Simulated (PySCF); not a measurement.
C₆ coefficients of unlike pairs at PBE0

Calculated with PySCF 2.14 from the dipole response of each species, C₆(A,B) = (3/π) ∫ α_A(iu) α_B(iu) du, in atomic units, from isotropic polarisabilities. For ions this is the dispersion term alone; charge-induced terms of lower order in 1/R come first.

```csv
species,configuration,basis,relativity,α (bohr³),C₆ (like pair)
Li+,1s2 (1S),"aug-cc-pVTZ with one added diffuse shell each of s, p, d, f type (6s5p4d3f)",none,0.1353,0.03111
Cr,[Ar] 3d5 4s1 (7S),"aug-cc-pwCVTZ-DK with one added diffuse shell each of s, p, d, f, g type (11s10p8d5f4g)",spin-free X2C,75.17,636.3
Ga(3+),[Ar] 3d10 (1S),aug-cc-pVTZ-PP with ECP10MDF (6s5p4d2f),core potential,0.9647,1.038
Ar(3+),[Ne] 3s2 3p3 (4S),aug-cc-pCVTZ-DK (8s7p5d3f),spin-free X2C,3.586,9.748
```

(1) Estimate C₆ for Ar(3+) with Li+.

No spin-orbit coupling is included.

The other pairs:

```json
{"pair": "Ar(3+), Ga(3+)", "C₆": "3.124"}
{"pair": "Ga(3+), Li+", "C₆": "0.1771"}
{"pair": "Ar(3+), Cr", "C₆": "58.63"}
{"pair": "Ga(3+), Cr", "C₆": "17.01"}
{"pair": "Cr, Li+", "C₆": "2.566"}
```

## Answers

(1) The integral gives 0.5155. The combination rule 2 C_A C_B / (C_A α_B/α_A + C_B α_A/α_B) gives 0.5087 and the geometric mean 0.5507.
